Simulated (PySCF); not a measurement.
C3H8As, SMILES [CH2][As](C)C, multiplicity 2. Geometry: PBE-D3(BJ)/def2-SVP. The isomer is the one that the SMILES or the coordinates give; other isomers of the formula were not compared.

All values below come from PBE-D3(BJ)/def2-SVP (PySCF 2.14.0).

Harmonic wavenumbers (cm⁻¹): 138, 146, 174, 199, 205, 231, 495, 553, 569, 629, 704, 755, 820, 843, 864, 1200, 1214, 1308, 1380, 1382, 1390, 1392, 2979, 2981, 3060, 3093, 3093, 3098, 3099, 3180. Rotational constants (GHz): 5.059, 4.774, 3.385; symmetry number 1.

Work out the zero-point energy and the ideal-gas rigid-rotor harmonic-oscillator thermochemistry at 298.15 K and 1 atm.

ZPE = ½ Σ hcν = ½ × 41176 cm⁻¹ = 246.29 kJ/mol. H − E(el) = 268.71 kJ/mol. Entropy in J/(mol K): translation 168.35, rotation 107.85, vibration 72.89, spin 5.76, total 354.86. G − E(el) = 162.91 kJ/mol. Cp = 116.59 J/(mol K). Modes under 150 cm⁻¹ make the vibrational entropy uncertain.
